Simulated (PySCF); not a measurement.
Al(Cl)(OH)(SMe) (CH₄AlClOS), SMILES C[S][Al]([OH])[Cl].

Geometry optimised at B3LYP-D3(BJ)/def2-SVP. The structure was generated by enumeration; whether it is a known compound was not checked. The values are those of a single conformer.

Calculation: PySCF with PBE/def2-TZVP.

Gas-phase values at a fixed geometry.

Task: Estimate the frontier levels, gap, dipole moment and polarisability. (The exact figures need the calculation; the answer reports its results.)

Result: 
| Property | Result |
|---|---|
| highest occupied level | -6.09 eV |
| lowest empty level | -1.52 eV |
| orbital gap | 4.56 eV |
| dipole moment | 2.23 D |
| quadrupole, principal values (traceless, Buckingham form, about the centre of nuclear charge) | -3.31, -0.31, 3.62 D·Å |
| mean static polarisability | 73.3 bohr³ (10.87 Å³) |
| polarisability, principal values | 55.2, 68.6, 96.2 bohr³ |
